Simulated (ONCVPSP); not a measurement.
**Ranking ONCV potentials for scandium**

All share these settings but for the change named:

Sc, optimised norm-conserving Vanderbilt (ONCV), made with ONCVPSP 4.0.1 (LDA (Perdew-Wang 92), scalar-relativistic). Core [Ne], reference 3s2 3p6 3d1 4s1.75 4p0.25. Waves: 3s+4s: rc 1.75 bohr, ncon 5, nbas 10, qcut 8.5 1/bohr, 2 projectors; 3p+4p: rc 1.70 bohr, ncon 4, nbas 8, qcut 10.3 1/bohr, 2 projectors; 3d: rc 2.50 bohr, ncon 3, nbas 8, qcut 7.6 1/bohr, 1 projector; f scattering state at 0.3 Ha: rc 2.60 bohr, ncon 5, nbas 8, qcut 4.4 1/bohr, 3 projectors, debl 3.5 Ha. Local part: polynomial inside 1.15 bohr (lpopt 3, dvloc0 0 Ha). Core correction: polynomial model core, fcfact 0.25.

Cutoff: the first of the cutoffs (Ha) at which the residual kinetic energy of the hardest occupied pseudo-wave falls to 1 and 0.1 mHa per electron; the density cutoff is not measured.

The base gives 22 Ha.

Of 8 variants that were run, those that failed, showed a ghost or another fault, or gave nearly equal values are left out.

A variant can come out equal or close to the base.

(1) Rank these variants from softest to hardest (loose cutoff).
A. all radii but the core radius scaled by about 0.95 (s 1.66, p 1.62, d 2.36, f 2.46 bohr); local potential polynomial inside 1.08 bohr (lpopt 3, dvloc0 0 Ha)
B. all radii but the core radius scaled by about 0.78 (s 1.36, p 1.32, d 1.94, f 2.02 bohr); local potential polynomial inside 0.90 bohr (lpopt 3, dvloc0 0 Ha)
C. all radii but the core radius scaled by about 1.17 (s 2.06, p 2.00, d 2.94, f 3.04 bohr); local potential polynomial inside 1.34 bohr (lpopt 3, dvloc0 0 Ha)

## Answers

(1) C (19 Ha), A (24 Ha), B (28 Ha).
